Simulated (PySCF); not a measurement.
Stationary points of PbBr₂

All numbers come from PySCF, PBE0, basis Pb def2-TZVP with ECP60, Br def2-TZVP (scalar-relativistic core potentials, no spin–orbit coupling, density fitting).

Relaxations began from a few typed shapes. The search is not exhaustive: other isomers or separated fragments can lie lower, and high-lying points may rest on an excited occupation.

| spin | group | bonds | angles | imaginary modes (cm⁻¹) | ΔE (kJ/mol) | ΔE with ZPE (kJ/mol) |
| --- | --- | --- | --- | --- | --- | --- |
| singlet | C2v | Pb–Br 2.606 Å (×2) | Br–Pb–Br 100.3° | none | 0.0 | 0.0 |
| singlet | D∞h | Pb–Br 2.732 Å (×2) | Br–Pb–Br 180.0° | 72i, 72i | 100.5 | – |

The lowest minimum found is the singlet C2v: Pb–Br 2.606 Å (×2); Br–Pb–Br 100.3°.

Counting electrons, lead keeps 2 of its valence electrons outside its bonds, so the VSEPR class is AX2E1 and the expected shape is bent (C2v), as computed.

For the lowest minimum: with an element this heavy the missing spin–orbit coupling can shift these numbers.
